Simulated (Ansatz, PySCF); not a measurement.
This Ansatz (an electronic-structure program) input computes a B3LYP/def2-TZVPD energy:

Ansatz 0.2 input:
```yaml
crystal:
  periodic: [false, false, false]
  atoms:
    - {symbol: B, position_ang: [-0.19463867, -0.06149500, 0.42035150]}
    - {symbol: N, position_ang: [-1.20608749, 0.25882565, -0.44835362]}
    - {symbol: N, position_ang: [1.21469492, -0.24780246, -0.03879116]}
    - {symbol: H, position_ang: [-0.29375662, -0.25772305, 1.64133683]}
    - {symbol: H, position_ang: [-2.11196632, 0.28861145, 0.01556224]}
    - {symbol: H, position_ang: [1.93448475, 0.04774820, 0.60650442]}
    - {symbol: H, position_ang: [1.38417956, 0.15167596, -0.95514754]}
basis:
  gaussian:
    orbitals: def2-TZVPD
hamiltonian:
  xc: {name: B3LYP}
total_charge: -1
output: {forces: true}
```

Write an input for the same energy in PySCF and say what it gives.


```python
from pyscf import gto, scf, dft

mol = gto.M(
    atom='''
    B    -0.19463867   -0.06149500    0.42035150
    N    -1.20608749    0.25882565   -0.44835362
    N     1.21469492   -0.24780246   -0.03879116
    H    -0.29375662   -0.25772305    1.64133683
    H    -2.11196632    0.28861145    0.01556224
    H     1.93448475    0.04774820    0.60650442
    H     1.38417956    0.15167596   -0.95514754
    ''',
    basis='def2-tzvpd',
    charge=-1,
    spin=0,
    verbose=4,
)

mf = dft.RKS(mol, xc='b3lyp').density_fit(auxbasis='def2-universal-jkfit')
mf.grids.level = 3
mf.conv_tol = 1e-9
mf.max_cycle = 100
mf.max_memory = 1500
mf.kernel()
if not mf.converged:
    mf = mf.newton()
    mf.kernel(mf.make_rdm1())
mf.analyze()
```
It gives -136.88671 Eh, and Ansatz -136.88667 Eh, a difference of 0.04 mEh, from the treatment of integrals and grids.

It need not be the lowest isomer of its formula. Whether it binds its extra electron was not tested at this geometry.
